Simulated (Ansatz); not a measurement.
Geometry optimisation, UKS PBE-D4/def2-SVP in Ansatz.

input.yaml

```yaml
crystal:
  periodic: [false, false, false]
  atoms:
    - { symbol: Zr, position_ang: [-0.2991, 0.4866, -0.1779] }
    - { symbol: F, position_ang: [0.4151, -1.9763, -0.2515] }
    - { symbol: Cl, position_ang: [-1.6193, 0.3034, -2.0006] }
    - { symbol: Cl, position_ang: [-1.8455, 1.0997, 1.356] }
    - { symbol: Cl, position_ang: [0.9618, 2.2523, -0.8349] }
    - { symbol: H, position_ang: [1.0245, -1.4275, 0.6465] }
    - { symbol: H, position_ang: [1.3625, -0.7383, 1.2623] }
magnetization:
  spin_polarized: true
basis:
  gaussian: { orbitals: def2-SVP }
hamiltonian:
  xc: pbe
  dispersion: d4
relax:
  f_tol: 0.15
  max_steps: 25
  restrain:
    - { distance: [0, 6], at: 2.06, k: 30.0 }
    - { distance: [5, 1], at: 0.88, k: 30.0 }
    - { distance: [0, 1], at: 3.62, k: 30.0 }
    - { distance: [5, 6], at: 1.92, k: 30.0 }
```

Launched with:

```bash
$ ansatz run input.yaml --threads 4 --pin off --max-ram 5120MiB --backend cpu --events-out ev --progress --plain --runs-dir out
```

Task: Where does it end, and by what steps?

Result: The run converged. The restraints hold the end off the free minimum. After 19 steps the energy has fallen by 0.155 eV (the restraints' own energy left out); H7 moved furthest, 1.07 Å. Parted: Zr1–F2 (2.57 → 3.61 Å). Joined: F2–H6 (1.22 → 0.92 Å).

```tsv
step	energy less start (eV)	largest force component (eV/Å)	accepted
0	0.0000	3.417	yes
1	0.5402	3.990	yes
2	0.7248	4.094	yes
3	0.5940	2.903	yes
4	0.1783	1.799	yes
5	0.0001	1.252	yes
6	0.0004	1.557	no
7	-0.0566	0.901	yes
8	-0.0753	0.844	yes
9	-0.0909	0.916	no
10	-0.0820	0.887	yes
11	-0.0912	0.860	yes
12	-0.1021	0.936	yes
13	-0.1201	0.837	yes
14	-0.1414	0.934	yes
15	-0.1529	1.019	yes
16	-0.1143	1.042	no
17	-0.1590	0.988	no
18	-0.1565	0.950	yes
19	-0.1547	0.999	yes
```

```xyz
7
Properties=species:S:1:pos:R:3
Zr -0.174 0.921 -0.194
F 0.048 -2.620 0.475
Cl -1.042 0.114 -2.192
Cl -1.687 0.847 1.566
Cl 0.684 3.062 -0.466
H 0.781 -2.065 0.508
H 1.390 -0.259 0.303
```

Run time: 63 s on 4 threads of Arm Neoverse V1, with other jobs on the host, peak memory 0.21 GiB.
